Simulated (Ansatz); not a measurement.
O$_{3}$Re, doublet, geometry from GFN2-xTB (such geometries of metal compounds can be far from the true shape) (the multiplicity is a formal guess) (core potentials on Re); PBE/def2-SVP in Ansatz (a first-principles code).

The Ansatz input:
Ansatz 0.2 input:
```yaml
crystal:
  periodic: [false, false, false]
  atoms:
    - {symbol: Re, position_ang: [0.00000000, -0.00000000, 0.00000000]}
    - {symbol: O, position_ang: [-1.11620743, -1.21221291, -0.07951055]}
    - {symbol: O, position_ang: [-0.14496410, 1.32028349, -0.97853870]}
    - {symbol: O, position_ang: [1.26117152, -0.10807058, 1.05804926]}
basis:
  gaussian:
    orbitals: def2-SVP
hamiltonian:
  xc: pbe
magnetization: {spin_polarized: true, initial_magnetization: 1}
```

What the program printed (banner, timings and long lists left out):

```
Functional definition: PBE
726 factors; their error is unknown
mean field evaluation 1: about -8242.4172 eV, gradient 7.7e1 eV
mean field evaluation 2: about -8057.2708 eV, gradient 2.1e2 eV
mean field evaluation 4: about -8262.7067 eV, gradient 1.0e1 eV
mean field evaluation 8: about -8263.1995 eV, gradient 1.8e-1 eV
mean field evaluation 16: about -8263.1661 eV, gradient 2.0e-4 eV
mean field -8263.16609712 eV, -303.6657530942 hartree, gradient 2.2e-5 eV, S^2 0.755222; 0 other end points of the search recorded, 0 dependent functions left out
reference -8263.16614602 eV, -303.6657548911 hartree; 20, 19 occupied and 54, 55 virtual orbitals, 726 factors
Total energy: -8263.16614602 eV, -303.6657548911 hartree
```
